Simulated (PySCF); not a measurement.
Compound: AsBH6N2.
Atom-mapped SMILES: `[NH2:1][B:2]([NH2:3])[AsH2:4]` (hydrogens: H5, H6 on N1; H7, H8 on N3; H9, H10 on As4)

Method used: PBE0-D3(BJ)/def2-SVP geometry optimisation, gas phase in PySCF 2.14.0.

Task: List the bond lengths and angles at this level.

Result: 
| bond | length (Å) | order |
| --- | --- | --- |
| N1–B2, B2–N3 | 1.410 | single |
| B2–As4 | 2.075 | single |
| N1–H5 and 3 like bonds | 1.010 | single |
| As4–H9, As4–H10 | 1.526 | single |

Bonds in one row agree within 0.01 Å and their mean is given. Orders are formal, as drawn. A selection of angles:
| angle | degrees |
| --- | --- |
| B2–N1–H5 | 123.8 |
| B2–N1–H6 | 122.4 |
| H5–N1–H6 | 113.8 |
| N1–B2–N3 | 122.9 |
| N1–B2–As4 | 121.1 |
| N3–B2–As4 | 115.9 |
| B2–As4–H9 | 94.0 |
| B2–As4–H10 | 95.1 |
| H9–As4–H10 | 92.0 |

B2 (three-coordinate boron) is planar (angles 122.9°, 121.1° and 115.9°, sum 360.0°, 0.00 Å off the plane of its three neighbours). As4 (arsenic bonded to B and 2 H) is pyramidal (angles 95.1°, 94.0° and 92.0°, sum 281.1°, 0.90 Å off the plane of its three neighbours). The 4 heavy atoms lie in one plane (0.001 Å rms). N1 (boron-bound nitrogen) is planar (angles 123.8°, 122.4° and 113.8°, sum 360.0°, 0.00 Å off the plane of its three neighbours).

PBE0-D3(BJ)/def2-SVP frequencies: not computed here. One conformer, not necessarily the lowest (N1–B2–As4–H 63° and -29°).
